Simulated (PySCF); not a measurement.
**Working out the ionisation energy of Ne²⁺**

Ne²⁺ [He] 2s2 2p4 (3P) → Ne³⁺ [He] 2s2 2p3 (4S). All numbers are calculated (PySCF 2.14, scalar relativity by spin-free X2C-1e, in aug-cc-pVQZ-DK (6s5p4d3f2g, 80 functions)). Frozen: 1s2. Energies in hartree (1 hartree = 27.21139 eV):

```json
{"part": "UHF", "Ne²⁺ (lower)": "-126.516774", "Ne³⁺ (upper)": "-124.244784"}
{"part": "CCSD correlation", "Ne²⁺ (lower)": "-0.174947", "Ne³⁺ (upper)": "-0.124475"}
{"part": "(T)", "Ne²⁺ (lower)": "-0.001878", "Ne³⁺ (upper)": "-0.001114"}
```

Problem. What does Hartree-Fock give?

Solution. (-124.244784) − (-126.516774) = 2.271990 hartree = 61.824 eV.

Problem. What do CCSD and CCSD(T) give?

Solution. The CCSD correlation energies differ by 0.050472 hartree = 1.373 eV and the triples by 0.000764 hartree = 0.021 eV, so CCSD gives 63.197 eV and CCSD(T) 63.218 eV.

A first-order spin-orbit estimate adds 0.037 eV to CCSD(T) (valence), giving 63.255 eV against 63.423 eV (measured; NIST Atomic Spectra Database, ionization energies).

What remains against the reference includes basis incompleteness, the frozen core and higher excitations.
